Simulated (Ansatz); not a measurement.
The same ligand exchange along the group Si, Ge, Sn.

Calculated with Ansatz (gas phase, PBE0-D4/def2-TZVP geometries, no zero-point term in ΔE). CBS: MP2 limit from def2 TZ/QZ plus the TZ coupled-cluster correction, frozen cores. This one scheme is used for every species. Functionals use def2-TZVPP. def2 core potentials past Kr. For Br, Ge, Sn outer-core shells are correlated without core-valence functions, which leaves a few kJ/mol of doubt a bond. Scalar relativity is left out up to krypton. One conformer a species, not always the lowest.

```
                                 reaction  CCSD(T)/CBS(def2) (kJ/mol)
         `F[Si]Br` + H₂S → `F[Si]S` + HBr                          38
`[F][Ge][Br]` + H₂S → `[F][Ge][SH]` + HBr                          34
`[F][Sn][Br]` + H₂S → `[F][Sn][SH]` + HBr                           ?
```

(1) Fill in the missing values. (Best estimate.)

Largest T1 diagnostic: 0.016, for `[F][Sn][SH]`.

## Answers

(1) Ansatz gave: `[F][Sn][Br]` + H₂S → `[F][Sn][SH]` + HBr: +48.6 kJ/mol.
